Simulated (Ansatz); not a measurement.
`NC(S)CC=O` and `NC(S)C[SiH3]` differ in one atom or group.

Ansatz, PBE0-D4/def2-TZVP geometries, multiplicity 1. Each molecule was computed in one conformer, which needn't be the lowest.

```json
{"property": "HOMO–LUMO gap (PBE/def2-TZVPP) / eV", "`NC(S)CC=O`": "3.58"}
{"property": "HOMO energy (PBE0/def2-TZVPP) / eV", "`NC(S)CC=O`": "-7.13"}
{"property": "LUMO energy (PBE/def2-TZVPP) / eV", "`NC(S)CC=O`": "-2.11"}
{"property": "size of the dipole moment (ωB97M-V/def2-TZVPP) / D", "`NC(S)CC=O`": "2.74"}
{"property": "HOMO–LUMO gap (PBE0/def2-TZVPP) / eV", "`NC(S)CC=O`": "6.14"}
{"property": "HOMO energy (PBE/def2-TZVPP) / eV", "`NC(S)CC=O`": "-5.69"}
```

Give the same properties after the change, and the shifts. (Estimate.)

Ansatz gave: 
```csv
property,`NC(S)C[SiH3]`,shift
HOMO–LUMO gap (PBE/def2-TZVPP) / eV,4.86,1.28
HOMO energy (PBE0/def2-TZVPP) / eV,-6.88,0.25
LUMO energy (PBE/def2-TZVPP) / eV,-0.72,1.39
size of the dipole moment (ωB97M-V/def2-TZVPP) / D,2.02,-0.72
HOMO–LUMO gap (PBE0/def2-TZVPP) / eV,7.06,0.92
HOMO energy (PBE/def2-TZVPP) / eV,-5.58,0.11
```

With PBE0 the HOMO rises by 0.25 eV and the LUMO rises by 1.18 eV, so the gap widens by about 0.93 eV. PBE moves the HOMO by 0.11 eV and ωB97M-V by 0.26 eV. Dipoles are sizes alone; their direction can turn.
